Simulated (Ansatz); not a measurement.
Geometry optimisation, Ansatz 0.2.0, RHF/def2-SVP.

Input file:

```yaml
crystal:
  periodic: [false, false, false]
  atoms:
    - { symbol: W, position_ang: [-0.023863, -0.204565, 0.079631] }
    - { symbol: O, position_ang: [-0.227211, -0.373351, 1.954831] }
    - { symbol: H, position_ang: [-0.125259, 0.013228, 2.810538] }
    - { symbol: H, position_ang: [1.546701, -0.420236, -0.491175] }
    - { symbol: H, position_ang: [0.642888, 1.116331, -0.706213] }
    - { symbol: H, position_ang: [-1.127643, 0.884161, -0.569845] }
    - { symbol: H, position_ang: [0.256857, -1.708502, -0.598527] }
    - { symbol: H, position_ang: [-1.331324, -0.924719, -0.674204] }
    - { symbol: P, position_ang: [2.026811, 2.241394, 1.864011] }
    - { symbol: H, position_ang: [2.730793, 1.143231, 1.33008] }
    - { symbol: H, position_ang: [1.879926, 2.93857, 0.648908] }
    - { symbol: H, position_ang: [0.756427, 1.619058, 1.843364] }
basis:
  gaussian: { orbitals: def2-SVP }
hamiltonian:
  xc: hf
relax:
  f_tol: 0.03
  max_steps: 50
```

Run as:

```bash
$ ansatz run input.yaml --threads 2 --pin off --max-ram 3072MiB --backend cpu --events-out ev --progress --plain --runs-dir out
```

Task: Where does it end, and by what steps?

Result: The run converged. After 10 steps the energy has fallen by 0.421 eV; H12 moved furthest, 1.56 Å.

| step | energy less start (eV) | largest force component (eV/Å) | accepted |
| --- | --- | --- | --- |
| 0 | 0.0000 | 1.214 | yes |
| 1 | -0.1936 | 0.244 | yes |
| 2 | -0.3001 | 0.137 | yes |
| 3 | -0.3623 | 0.143 | yes |
| 4 | -0.3909 | 0.135 | yes |
| 5 | -0.4070 | 0.088 | yes |
| 6 | -0.4149 | 0.113 | yes |
| 7 | -0.4184 | 0.113 | yes |
| 8 | -0.4185 | 0.125 | yes |
| 9 | -0.4202 | 0.087 | yes |
| 10 | -0.4212 | 0.029 | yes |

```xyz
12
Properties=species:S:1:pos:R:3
W -0.338 -0.590 -0.184
O -0.426 -0.630 1.648
H -0.278 -0.261 2.504
H 1.225 -0.797 -0.779
H 0.344 0.801 -0.847
H -1.450 0.469 -0.877
H -0.031 -2.115 -0.817
H -1.672 -1.338 -0.878
P 2.746 3.040 2.199
H 3.139 1.720 1.882
H 2.260 3.347 0.910
H 1.486 2.677 2.731
```

Whether the end is a true minimum wasn't checked by a vibrational analysis.

The run took 18 s on 2 threads of Intel(R) Xeon(R) CPU @ 2.80GHz (Skylake/Cascade Lake), with other jobs on the host, peak memory 0.24 GiB.
